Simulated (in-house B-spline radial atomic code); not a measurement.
Values are calculated unless marked as measured or tabulated.
Building a PAW s channel for Be, r_c = 1.84 bohr

Be, [He] 2s2, non-relativistic PBE, spherical and spin-unpolarised, from a B-spline radial code for spherical atoms (atomic units; all potentials screened as in the neutral atom).

Two all-electron partial waves φ1, φ2 are integrated outwards at E1 = ε(2s) = -0.20612 and E2 = E1 + 1 hartree; φ1 is the bound orbital and φ2 has unit norm inside r_c = 1.8352 bohr. Smooth partners are polynomials, r^1(a0 + a1 r² + a2 r⁴ + a3 r⁶), matched to φ and three derivatives at r_c, with no condition on the norm. The local potential is -2.20919 + (1.14486) r² + (-0.301358) r⁴ + (0.0309498) r⁶ inside 1.5025 bohr and the all-electron one outside.

```json
{"wave": "1", "φ(r_c)": "0.6285259", "φ'(r_c)": "0.09002581", "a0": "0.3771221", "a1": "0.03871834", "a2": "-0.02102464", "a3": "0.001922504"}
{"wave": "2", "φ(r_c)": "0.6299774", "φ'(r_c)": "-1.495619", "a0": "1.386179", "a1": "-0.2976147", "a2": "-0.01803559", "a3": "0.004293381"}
```

Inside r_c the overlaps are <φi φj> = [[0.26783, 0.49838], [0.49838, 1.00000]] and, for the smooth waves, [[0.29440, 0.59330], [0.59330, 1.32187]]. With χj = (Ej − T − V_local) applied to smooth wave j, the program's quadrature gives the matrix B_ij = <smooth i, χj> as [[0.14428, 0.48290], [0.38798, 1.31073]].

Task: Check the match of the first wave, and find the augmentation charges q_ij.

Result: At r_c the four terms are 0.69209, 0.23931, -0.43767, 0.13479, which sum to 0.6285, φ1(r_c) to rounding. q_ij is the all-electron overlap less the smooth one: [[-0.02657, -0.09492], [-0.09492, -0.32187]]. The smooth first wave has a norm of 0.2944 inside r_c against 0.2678, so q11 is negative and must stay small enough for the overlap operator to be positive.

Task: B isn't symmetric. Show that D_ij = B_ij + Ej q_ij is.

Result: Integrating by parts gives B12 − B21 = (E1 − E2) q12: 0.48290 − (0.38798) = 0.09492, and −1 × (-0.09492) = 0.09492. So D12 = 0.48290 + (0.793880)(-0.09492) = 0.40755 and D21 = 0.38798 + (-0.20612)(-0.09492) = 0.40755; D11 = 0.14976, D22 = 1.05520. The projectors, p = (B⁻¹)ᵀ χ, are dual to the smooth waves; det B = 0.0018, small beside B11 B22, as the two smooth waves look alike inside r_c.

Solving (T + V_local + Σ p D p) ψ = E (1 + Σ p q p) ψ in a sphere of 9 bohr, whose wall lifts the free-atom level a little, gives these levels:

```csv
all-electron,one projector,two projectors
-0.205876,-0.205876,-0.205876
0.074972,0.074631,0.074970
0.389634,0.386677,0.389627
0.848434,0.833694,0.848433
1.445140,1.391380,1.444900
```

Task: What does the second projector gain?

Result: With one projector the errors are 0.00, -0.34, -2.96, -14.74, -53.76 millihartree. With two the errors are 0.00, 0.00, -0.01, 0.00, -0.24 millihartree. The scattering is exact at E1 and at E2 = 0.794, and over all levels compared the largest error is 0.24 millihartree. The lowest eigenvalue of the overlap operator is 0.8063 with one and 0.2139 with two projectors. The smooth orbital alone needs a cutoff of 3.92 hartree for 1 millihartree of kinetic energy, against 5.92 for a norm-conserving Troullier-Martins orbital of the same radius; part of the gain comes from giving up the norm, part from the simpler form.
